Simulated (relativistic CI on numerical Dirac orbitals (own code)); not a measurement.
L2,3 absorption of iron in several valence states

Computed multiplet spectra 2p⁶3dⁿ → 2p⁵3dⁿ⁺¹ (Dirac-Coulomb-Breit ions, Slater integrals scaled by 0.7, an assumed crystal field that grows with the charge, no charge transfer; 300 K; Lorentzian 0.4 eV and Gaussian 0.3 eV FWHM at both edges, so that L2 comes out sharper than in experiment). Peaks over 5 % are given in eV from the highest peak in the L3 region of each spectrum (height, largest 100). S of the lowest state is read from ⟨S²⟩, and the branching ratio is the share of L3, cut at the minimum between the edges.

Field parameters in Wybourne normalisation: Oh B⁴₀ = 21Dq, B⁴₄ = √(5/14) B⁴₀. The field is a parameter set, without covalency.

- Fe²⁺ (d6, Oh, 10Dq = 10500 cm⁻¹): S = 2.00, high spin, branching ratio 0.76; peaks -1.2 (31), 0.0 (100), 1.1 (56), 2.5 (20), 11.4 (13), 12.6 (32), 15.3 (9)
- Fe³⁺ (d5, Oh, 10Dq = 13550 cm⁻¹): S = 2.50, high spin, branching ratio 0.76; peaks -1.8 (34), 0.0 (100), 1.3 (28), 3.3 (9), 4.2 (6), 11.2 (16), 12.0 (7), 13.0 (23), 14.2 (17)
- Fe⁴⁺ (d4, Oh, 10Dq = 16600 cm⁻¹): S = 1.99, high spin, branching ratio 0.67; peaks -2.1 (51), 0.0 (100), 1.3 (62), 8.4 (17), 9.9 (36), 10.9 (21), 12.2 (28), 13.3 (36), 14.4 (15)
- Fe⁵⁺ (d3, Oh, 10Dq = 19700 cm⁻¹): S = 1.50, branching ratio 0.60; peaks -1.7 (52), 0.0 (100), 1.1 (85), 3.5 (19), 5.0 (11), 10.8 (97), 12.2 (41), 13.6 (62)

The centroid of the whole edge, which also moves with the branching ratio, lies at 713.0 (Fe²⁺), 716.1 (Fe³⁺), 720.1 (Fe⁴⁺), 725.3 (Fe⁵⁺) eV in this ionic model, in steps of 3.1 to 5.2 eV. Compounds show about 1 to 2 eV a unit and lower energies for the high valences, since ligands screen the charge. The multiplet shape follows the d count and the spin state, and so serves as a fingerprint of valence.
